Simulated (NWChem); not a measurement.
System: C$_{3}$H$_{7}$N; SMILES C/C=N\C

The following NWChem deck was run.

```
start job
memory heap 200 mb stack 900 mb global 1100 mb
geometry units angstroms
  C     -1.388897     0.564772     0.618286
  C     -0.702575    -0.354596    -0.346802
  N      0.521586    -0.528915    -0.558548
  C      1.538154     0.193963     0.159353
  H     -0.682845     1.149039     1.201560
  H     -2.010960    -0.022405     1.292636
  H     -2.043173     1.239451     0.067625
  H     -1.369839    -0.960941    -0.953624
  H      1.490415     0.001327     1.234460
  H      1.457961     1.272627     0.000280
  H      2.503671    -0.144843    -0.215065
end
basis spherical
  * library def2-svp
end
dft
  xc pbe0
  iterations 150
end
driver
  maxiter 120
end
task dft optimize
task dft freq
```

Excerpt of the output:

```
             Northwest Computational Chemistry Package (NWChem) 7.3.0
             --------------------------------------------------------

 CS  symmetry detected

                             Geometry "geometry" -> ""
                             -------------------------

 Output coordinates in angstroms (scale by  1.889725989 to convert to a.u.)

  No.       Tag          Charge          X              Y              Z
 ---- ---------------- ---------- -------------- -------------- --------------
    1 C                    6.0000     0.48344444    -1.50899403     0.00000000
    2 C                    6.0000    -0.68179495    -0.56565559     0.00000000
    3 N                    7.0000    -0.70023446     0.68871821     0.00000000
    4 C                    6.0000     0.50399873     1.47685994     0.00000000
    5 H                    1.0000     1.43536609    -0.98560976     0.00000000
    6 H                    1.0000     0.42682058    -2.14914475    -0.87948425
    7 H                    1.0000     0.42682058    -2.14914475     0.87948425
    8 H                    1.0000    -1.65742025    -1.04449135     0.00000000
    9 H                    1.0000     1.11485303     1.28453301    -0.88606676
   10 H                    1.0000     1.11485303     1.28453301     0.88606676
   11 H                    1.0000     0.20645880     2.52503521     0.00000000

 Effective nuclear repulsion energy (a.u.)     120.6666760724

      Symmetry information
      --------------------

 Group name             Cs
 Group number              2
 Group order               2
 No. of unique centers     9

                                Z-matrix (autoz)
                                --------

 Units are Angstrom for bonds and degrees for angles

[...]

      ----------------------
      Optimization converged
      ----------------------

  Step       Energy      Delta E   Gmax     Grms     Xrms     Xmax
  ---- ---------------- -------- -------- -------- -------- --------
@    5    -172.91721742 -2.1D-07  0.00005  0.00001  0.00021  0.00057
                                     ok       ok       ok       ok

                                Z-matrix (autoz)
                                --------

 Units are Angstrom for bonds and degrees for angles

[...]

 Rotational Constants
 --------------------
 A=   0.561692 cm-1  (  0.808131 K)
 B=   0.193759 cm-1  (  0.278770 K)
 C=   0.152298 cm-1  (  0.219117 K)

 Temperature                      =   298.15K
 frequency scaling parameter      =   1.0000

 Zero-Point correction to Energy  =   60.191 kcal/mol  (  0.095920 au)
 Thermal correction to Energy     =   63.218 kcal/mol  (  0.100744 au)
 Thermal correction to Enthalpy   =   63.810 kcal/mol  (  0.101688 au)

 Total Entropy                    =   70.369 cal/mol-K
   - Translational                =   38.028 cal/mol-K (mol. weight =  57.0578)
   - Rotational                   =   24.080 cal/mol-K (symmetry #  =        1)
   - Vibrational                  =    8.260 cal/mol-K

 Cv (constant volume heat capacity) =   15.276 cal/mol-K
   - Translational                  =    2.979 cal/mol-K
   - Rotational                     =    2.979 cal/mol-K
   - Vibrational                    =    9.317 cal/mol-K

[normal modes left out]

 ----------------------------------------------------------------------------
 Normal Eigenvalue ||           Projected Infra Red Intensities
  Mode   [cm**-1]  || [atomic units] [(debye/angs)**2] [(KM/mol)] [arbitrary]
 ------ ---------- || -------------- ----------------- ---------- -----------
    1     -108.870 ||    0.000233           0.005         0.227       0.210
    2       -0.000 ||    0.000038           0.001         0.037       0.034
    3       -0.000 ||    0.000902           0.021         0.879       0.812
    4       -0.000 ||    0.000829           0.019         0.809       0.747
    5        0.000 ||    0.001140           0.026         1.112       1.027
    6        0.000 ||    0.001851           0.043         1.805       1.667
    7        0.000 ||    0.001794           0.041         1.749       1.615
    8       50.920 ||    0.000897           0.021         0.874       0.808
    9      295.320 ||    0.001294           0.030         1.262       1.165
   10      442.267 ||    0.003326           0.077         3.242       2.994
   11      602.697 ||    0.010273           0.237        10.014       9.250
   12      815.706 ||    0.006412           0.148         6.251       5.773
   13      898.003 ||    0.005660           0.131         5.517       5.096
   14     1022.562 ||    0.008161           0.188         7.955       7.348
   15     1062.711 ||    0.000159           0.004         0.155       0.144
   16     1110.121 ||    0.001348           0.031         1.314       1.213
   17     1125.183 ||    0.014914           0.344        14.539      13.429
   18     1154.244 ||    0.003521           0.081         3.432       3.170
   19     1365.439 ||    0.013630           0.314        13.287      12.273
   20     1404.361 ||    0.026363           0.608        25.700      23.738
   21     1410.785 ||    0.001231           0.028         1.200       1.108
   22     1441.163 ||    0.009900           0.228         9.651       8.914
   23     1446.261 ||    0.013130           0.303        12.800      11.822
   24     1467.004 ||    0.002937           0.068         2.863       2.645
   25     1485.388 ||    0.004694           0.108         4.576       4.227
   26     1808.093 ||    0.088500           2.042        86.274      79.687
   27     3017.713 ||    0.039312           0.907        38.323      35.397
   28     3054.843 ||    0.005405           0.125         5.269       4.866
   29     3087.293 ||    0.035483           0.819        34.590      31.949
   30     3098.066 ||    0.024951           0.576        24.324      22.467
   31     3132.560 ||    0.003819           0.088         3.723       3.439
   32     3141.459 ||    0.025716           0.593        25.069      23.155
   33     3184.038 ||    0.008676           0.200         8.458       7.812
 ----------------------------------------------------------------------------

 ===============================================================================
      Negative Nuclear Hessian Mode    1  Eigenvalue =   -108.87 cm**(-1)
 -------------------------------------------------------------------------------
   Raw step length:  0.515 angstroms ;  The Raw step for this mode is:
    1 C                    6.0000     0.00000000     0.00000000    -0.02535405
    2 C                    6.0000    -0.00000000    -0.00000000     0.00075333
    3 N                    7.0000    -0.00000000    -0.00000000     0.02032714
    4 C                    6.0000     0.00000000    -0.00000000     0.00190329
    5 H                    1.0000    -0.00000001     0.00000001    -0.07402643
    6 H                    1.0000    -0.03323699    -0.03193891     0.00038353
    7 H                    1.0000     0.03323701     0.03193891     0.00038353
    8 H                    1.0000    -0.00000000     0.00000000     0.02237864
    9 H                    1.0000     0.15443268    -0.20378406     0.15603531
   10 H                    1.0000    -0.15443267     0.20378406     0.15603531
   11 H                    1.0000    -0.00000000    -0.00000000    -0.27336781

  Geometry after  100.0% step for mode  1; Step length =  0.515 angstroms
   Maximum component (any atom: x,y, or z) displacement:  0.517
    1 C                    6.0000     0.48243486    -1.48354310    -0.02535405
    2 C                    6.0000    -0.70263357    -0.56428293     0.00075333
    3 N                    7.0000    -0.73599832     0.70199747     0.02032714
    4 C                    6.0000     0.49057542     1.46338339     0.00190329
    5 H                    1.0000     1.44607891    -0.95770940    -0.07402643
    6 H                    1.0000     0.41135276    -2.17615479    -0.88163875
    7 H                    1.0000     0.47782676    -2.11227697     0.88240581
    8 H                    1.0000    -1.68259223    -1.07398130     0.02237864
    9 H                    1.0000     1.26823624     1.05668472    -0.73358147
   10 H                    1.0000     0.95937089     1.46425285     1.04565209
   11 H                    1.0000     0.25851392     2.53826923    -0.27336781

  Geometry after -100.0% step for mode  1; Step length =  0.515 angstroms
   Maximum component (any atom: x,y, or z) displacement:  0.517
    1 C                    6.0000     0.48243486    -1.48354310     0.02535405
    2 C                    6.0000    -0.70263357    -0.56428292    -0.00075333
    3 N                    7.0000    -0.73599832     0.70199747    -0.02032714
    4 C                    6.0000     0.49057542     1.46338339    -0.00190329
    5 H                    1.0000     1.44607892    -0.95770942     0.07402643
    6 H                    1.0000     0.47782674    -2.11227697    -0.88240581
    7 H                    1.0000     0.41135275    -2.17615479     0.88163875
    8 H                    1.0000    -1.68259222    -1.07398131    -0.02237864
    9 H                    1.0000     0.95937088     1.46425285    -1.04565208
   10 H                    1.0000     1.26823623     1.05668472     0.73358146
   11 H                    1.0000     0.25851393     2.53826924     0.27336781

  Geometry after   50.0% step for mode  1; Step length =  0.258 angstroms
   Maximum component (any atom: x,y, or z) displacement:  0.258
    1 C                    6.0000     0.48243486    -1.48354310    -0.01267702
    2 C                    6.0000    -0.70263357    -0.56428293     0.00037666
    3 N                    7.0000    -0.73599832     0.70199747     0.01016357
    4 C                    6.0000     0.49057542     1.46338339     0.00095165
    5 H                    1.0000     1.44607891    -0.95770941    -0.03701321
    6 H                    1.0000     0.42797126    -2.16018534    -0.88183052
    7 H                    1.0000     0.46120825    -2.12824642     0.88221405
    8 H                    1.0000    -1.68259222    -1.07398131     0.01118932
    9 H                    1.0000     1.19101990     1.15857675    -0.81159912
   10 H                    1.0000     1.03658722     1.36236082     0.96763443
   11 H                    1.0000     0.25851393     2.53826923    -0.13668391

  Geometry after  -50.0% step for mode  1; Step length =  0.258 angstroms
   Maximum component (any atom: x,y, or z) displacement:  0.258
    1 C                    6.0000     0.48243486    -1.48354310     0.01267702
    2 C                    6.0000    -0.70263357    -0.56428293    -0.00037666
    3 N                    7.0000    -0.73599832     0.70199747    -0.01016357
    4 C                    6.0000     0.49057542     1.46338339    -0.00095165
    5 H                    1.0000     1.44607892    -0.95770942     0.03701321
    6 H                    1.0000     0.46120825    -2.12824642    -0.88221405
    7 H                    1.0000     0.42797125    -2.16018534     0.88183052
    8 H                    1.0000    -1.68259222    -1.07398131    -0.01118932
    9 H                    1.0000     1.03658722     1.36236082    -0.96763443
   10 H                    1.0000     1.19101990     1.15857675     0.81159912
   11 H                    1.0000     0.25851393     2.53826924     0.13668391

  Geometry after   38.7% step for mode  1; Step length =  0.199 angstroms
   Maximum component (any atom: x,y, or z) displacement:  0.200
    1 C                    6.0000     0.48243486    -1.48354310    -0.00981592
    2 C                    6.0000    -0.70263357    -0.56428293     0.00029165
    3 N                    7.0000    -0.73599832     0.70199747     0.00786973
    4 C                    6.0000     0.49057542     1.46338339     0.00073687
    5 H                    1.0000     1.44607891    -0.95770941    -0.02865963
    6 H                    1.0000     0.43172192    -2.15658116    -0.88187380
    7 H                    1.0000     0.45745759    -2.13185060     0.88217077
    8 H                    1.0000    -1.68259222    -1.07398131     0.00866398
    9 H                    1.0000     1.17359279     1.18157296    -0.82920708
   10 H                    1.0000     1.05401433     1.33936461     0.95002647
   11 H                    1.0000     0.25851393     2.53826923    -0.10583545

  Geometry after  -38.7% step for mode  1; Step length =  0.199 angstroms
   Maximum component (any atom: x,y, or z) displacement:  0.200
    1 C                    6.0000     0.48243486    -1.48354310     0.00981592
    2 C                    6.0000    -0.70263357    -0.56428293    -0.00029165
    3 N                    7.0000    -0.73599832     0.70199747    -0.00786973
    4 C                    6.0000     0.49057542     1.46338339    -0.00073687
    5 H                    1.0000     1.44607892    -0.95770942     0.02865963
    6 H                    1.0000     0.45745759    -2.13185060    -0.88217077
    7 H                    1.0000     0.43172191    -2.15658116     0.88187380
    8 H                    1.0000    -1.68259222    -1.07398131    -0.00866398
    9 H                    1.0000     1.05401433     1.33936461    -0.95002647
   10 H                    1.0000     1.17359279     1.18157296     0.82920707
   11 H                    1.0000     0.25851393     2.53826924     0.10583545

  Geometry after   19.4% step for mode  1; Step length =  0.100 angstroms
   Maximum component (any atom: x,y, or z) displacement:  0.100
    1 C                    6.0000     0.48243486    -1.48354310    -0.00490796
    2 C                    6.0000    -0.70263357    -0.56428293     0.00014583
    3 N                    7.0000    -0.73599832     0.70199747     0.00393487
    4 C                    6.0000     0.49057542     1.46338339     0.00036843
    5 H                    1.0000     1.44607891    -0.95770941    -0.01432982
    6 H                    1.0000     0.43815583    -2.15039852    -0.88194804
    7 H                    1.0000     0.45102367    -2.13803324     0.88209653
    8 H                    1.0000    -1.68259222    -1.07398131     0.00433199
    9 H                    1.0000     1.14369818     1.22102087    -0.85941192
   10 H                    1.0000     1.08390894     1.29991669     0.91982162
   11 H                    1.0000     0.25851393     2.53826923    -0.05291772

  Geometry after  -19.4% step for mode  1; Step length =  0.100 angstroms
   Maximum component (any atom: x,y, or z) displacement:  0.100
    1 C                    6.0000     0.48243486    -1.48354310     0.00490796
    2 C                    6.0000    -0.70263357    -0.56428293    -0.00014583
    3 N                    7.0000    -0.73599832     0.70199747    -0.00393487
    4 C                    6.0000     0.49057542     1.46338339    -0.00036843
    5 H                    1.0000     1.44607892    -0.95770942     0.01432982
    6 H                    1.0000     0.45102367    -2.13803324    -0.88209653
    7 H                    1.0000     0.43815583    -2.15039852     0.88194804
    8 H                    1.0000    -1.68259222    -1.07398131    -0.00433199
    9 H                    1.0000     1.08390894     1.29991670    -0.91982162
   10 H                    1.0000     1.14369817     1.22102087     0.85941192
   11 H                    1.0000     0.25851393     2.53826924     0.05291772
```

Level: PBE0/def2-SVP. The optimisation ended at a saddle point (imaginary frequency).
